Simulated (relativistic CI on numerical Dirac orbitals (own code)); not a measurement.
**Line list: Electric-dipole lines, Te22+**

Computed by Dirac-Coulomb-Breit CI, orbitals from a KLI potential per configuration, model QED, unscaled Slater integrals (own radial code, finite nucleus).

CI space (outside the closed core [Ar]): 3d10.4s2, 3d10.4s.4p, 3d10.4p2, 3d10.4s.4d, 3d10.4d2, 3d10.4s.4f, 3d10.4p.4d, 3d10.4f2, 3d10.4p.4f, 3d10.4d.4f, 3d10.4s.5s, 3d10.4s.5p, 3d10.4s.5d, 3d10.4s.5f, 3d10.4s.5g, 3d10.4s.6s, 3d10.4s.6p, 3d10.4s.6d, 3d10.4s.6f, 3d10.4s.7s, 3d9.4s2.4p, 3d9.4s2.4d, 3d9.4s2.4f, 3d9.4s2.5s, 3d9.4s2.5p, 3d9.4s2.5d. Double excitations out of closed p, d and f shells are left out; levels of such configurations are missing from the list, as are those of other unlisted configurations, and high levels can miss mixing partners. These lack a partner that the ground configuration has and come out too high: 3d9.4s2.4p, 3d9.4s2.4d, 3d9.4s2.4f, 3d9.4s2.5s, 3d9.4s2.5p.

```
λ vac (Å)                  Lower                  Upper   A (s⁻¹)  E lower (eV)  E upper (eV)
   47.125   3d10.4s.4d 3D_3 [13]  3d10.4s.5f 3F°_4 [84]  5.65e+11       142.867       405.962
   65.081  3d10.4s.4f 3F°_2 [27]   3d10.4s.5g 3G_3 [86]  1.38e+12       229.936       420.443
   65.137  3d10.4s.4f 3F°_3 [28]   3d10.4s.5g 3G_4 [87]  1.41e+12       230.134       420.478
   65.217  3d10.4s.4f 3F°_4 [29]   3d10.4s.5g 3G_5 [88]  1.49e+12       230.414       420.525
   67.526  3d10.4s.4f 1F°_3 [30]   3d10.4s.5g 1G_4 [89]  1.28e+12       238.298       421.906
   126.39   3d10.4s.4p 3P°_0 [2]   3d10.4s.4d 3D_1 [11]  1.00e+11        42.048       140.149
   128.61   3d10.4s.4p 3P°_1 [3]   3d10.4s.4d 3D_2 [12]  1.27e+11        44.688       141.092
   129.09  3d10.4p.4d 3F°_3 [16]   3d10.4p.4f 3G_4 [38]  8.81e+10       190.637       286.685
   129.11      3d10.4p2 3P_0 [6]  3d10.4p.4d 3D°_1 [18]  1.93e+11        98.127       194.158
   129.89      3d10.4p2 1D_2 [8]  3d10.4p.4d 3D°_3 [22]  1.67e+11       109.885       205.335
   131.31  3d10.4p.4d 1F°_3 [25]   3d10.4p.4f 1G_4 [53]  2.07e+11       211.332       305.753
   133.14      3d10.4p2 3P_1 [7]  3d10.4p.4d 1D°_2 [20]  8.85e+10       109.386       202.509
   133.36  3d10.4p.4d 3D°_1 [18]     3d10.4d2 1D_2 [39]  1.74e+11       194.158       287.128
   133.72  3d10.4p.4d 3P°_2 [17]     3d10.4d2 3F_3 [36]  9.90e+10       192.631       285.347
   134.80  3d10.4p.4d 3F°_2 [15]   3d10.4p.4f 3G_3 [32]  1.16e+11       184.570       276.548
   136.56  3d10.4p.4d 3F°_4 [19]   3d10.4p.4f 3G_5 [44]  1.11e+11       200.939       291.732
   137.39   3d10.4p.4f 3G_3 [32]  3d10.4d.4f 3H°_4 [58]  1.02e+11       276.548       366.792
   138.09   3d10.4s.4d 3D_1 [11]  3d10.4s.4f 3F°_2 [27]  1.36e+11       140.149       229.936
   139.24   3d10.4s.4d 3D_2 [12]  3d10.4s.4f 3F°_3 [28]  1.42e+11       141.092       230.134
   139.25  3d10.4p.4d 1D°_2 [20]   3d10.4p.4f 1F_3 [43]  1.48e+11       202.509       291.546
   139.49  3d10.4p.4d 3D°_3 [22]   3d10.4p.4f 3F_4 [45]  2.08e+11       205.335       294.217
   140.91      3d10.4p2 3P_2 [9]  3d10.4p.4d 1F°_3 [25]  1.46e+11       123.347       211.332
   141.62   3d10.4s.4d 3D_3 [13]  3d10.4s.4f 3F°_4 [29]  1.58e+11       142.867       230.414
   141.76  3d10.4p.4d 3P°_2 [24]   3d10.4p.4f 3F_3 [46]  1.40e+11       207.087       294.547
   143.33   3d10.4s.4p 3P°_2 [4]   3d10.4s.4d 3D_3 [13]  1.26e+11        56.364       142.867
   143.35  3d10.4p.4d 1P°_1 [26]   3d10.4p.4f 1D_2 [51]  1.86e+11       216.182       302.672
   143.61   3d10.4s.4d 1D_2 [14]  3d10.4s.4f 1F°_3 [30]  2.27e+11       151.965       238.298
   144.59  3d10.4p.4d 3F°_4 [19]   3d10.4p.4f 3G_4 [38]  6.44e+10       200.939       286.685
   146.85     3d10.4p2 1S_0 [10]  3d10.4p.4d 1P°_1 [26]  1.35e+11       131.753       216.182
   147.55   3d10.4s.4p 1P°_1 [5]   3d10.4s.4d 1D_2 [14]  1.92e+11        67.937       151.965
   148.06      3d10.4p2 3P_2 [9]  3d10.4p.4d 3P°_2 [24]  1.01e+11       123.347       207.087
   148.94      3d10.4p2 3P_1 [7]  3d10.4p.4d 3P°_2 [17]  7.33e+10       109.386       192.631
   149.05   3d10.4p.4f 3F_4 [45]  3d10.4d.4f 3G°_5 [74]  2.13e+11       294.217       377.403
   150.22  3d10.4d.4f 3G°_4 [72]     3d10.4f2 3H_5 [95]  1.69e+11       376.518       459.052
   151.25   3d10.4p.4f 3F_3 [46]  3d10.4d.4f 3G°_4 [72]  1.19e+11       294.547       376.518
   151.37  3d10.4d.4f 3G°_5 [74]     3d10.4f2 3H_6 [96]  1.76e+11       377.403       459.311
   154.69   3d10.4p.4f 1G_4 [53]  3d10.4d.4f 1H°_5 [80]  2.73e+11       305.753       385.904
   158.66   3d10.4p.4f 3G_5 [44]  3d10.4d.4f 3H°_6 [66]  9.82e+10       291.732       369.878
   158.72  3d10.4d.4f 1H°_5 [80]    3d10.4f2 1I_6 [104]  1.89e+11       385.904       464.020
   182.50      3d10.4s2 1S_0 [1]   3d10.4s.4p 1P°_1 [5]  8.07e+10         0.000        67.937
   183.80  3d10.4s.4f 1F°_3 [30]   3d10.4p.4f 1G_4 [53]  9.30e+10       238.298       305.753
   185.10   3d10.4s.4p 3P°_2 [4]      3d10.4p2 3P_2 [9]  4.50e+10        56.364       123.347
   202.20  3d10.4s.4f 3F°_4 [29]   3d10.4p.4f 3G_5 [44]  4.62e+10       230.414       291.732
   213.50   3d10.4s.4d 3D_3 [13]  3d10.4p.4d 3F°_4 [19]  2.23e+10       142.867       200.939
   334.33   3d10.4s.5d 3D_3 [63]  3d10.4s.5f 3F°_4 [84]  3.58e+10       368.877       405.962
```

Terms are leading LS components. Brackets give the number of a level in order of energy, since labels repeat. The list gives strong lines, with weight on those to low levels, without lines whose two gauges differ by over a factor of 2.5, among the lowest 148 of 202 levels, so that lines to higher ones, which can be the strongest, are missing. Levels whose partners in the same complex of configurations lie outside the list can be far off, and so can their lines. Rates are taken at the computed energies, electric ones in the length gauge.

At this charge energies of transitions that change n are usually good to better than 1 %, and those within a shell (Δn = 0) to a few per cent.

(1) From the table, what is the radiative lifetime of 3d10.4s.5f 3F°_4?

## Answers

(1) The listed rates from this level add up to about 6.01e+11 s⁻¹, 100 % of its decay; with all channels τ = 1.66e-12 s.

LS names give the leading component of a level, which can be under half, so a name can repeat, a term be missing and a line seem to break the LS rules.
